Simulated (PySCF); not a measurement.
[ReF6]2- (charge -2 and quartet state).
Geometry (PBE0-D3(BJ)/def2-SVP, Å), atoms numbered from 1 in this order:
```
atom  x, y, z in Å
Re1    0.0001   -0.0001    0.0000
F2    -0.0214   -0.0114    1.9732
F3     0.0212    0.0117   -1.9731
F4     1.9733    0.0064    0.0214
F5    -1.9731   -0.0065   -0.0218
F6    -0.0065    1.9731    0.0113
F7     0.0065   -1.9733   -0.0109
```

Theory: PySCF 2.14.0, PBE0-D3(BJ)/def2-SVP geometry optimisation, gas phase, def2 core potentials past Kr.

Take the most abundant isotopes and a rigid rotor. 

Problem. Give the principal moments of inertia and the rotational constants in MHz.

Solution. Ia = 295.88, Ib = 295.90, Ic = 295.95 u·Å²; 505379 MHz·u·Å²/I gives A = 1708, B = 1708, C = 1708 MHz.

Problem. What kind of rotor is it?

Solution. A spherical top, as the point group Oh requires three equal moments.

The point group Oh allows no dipole (computed: 0.00 D (about the centre of mass, as the species is charged)), so a rigid rotor has no electric-dipole lines.

Problem. Estimate the classical rotational partition function at 25 K, 50 K and 500 K.

Solution. Point group Oh, symmetry number σ = 24; q = (√π/σ)·√((kT/h)³/(ABC)), k/h = 20836.6 MHz/K: 393 at 25 K, 1110 at 50 K, 35200 at 500 K.

For this open shell read J as N, the rotation without spin; fine and hyperfine splittings come on top. Not checked by PBE0-D3(BJ)/def2-SVP frequencies. ⟨S²⟩ = 3.758 (exact for a quartet: 3.75). Whether so highly charged an anion holds all its electrons in the gas phase wasn't checked; a finite basis holds them in any case. No counter-ion or solvent screens the charge of this multiply charged ion. The geometry's basis has no diffuse functions, a weakness for an anion. No vibrational averaging or centrifugal distortion is included, and the geometry carries the error of its method.

Caution for open-shell metal species: one SCF solution and one stationary point were followed, and a lower state or a bent or distorted shape isn't ruled out.
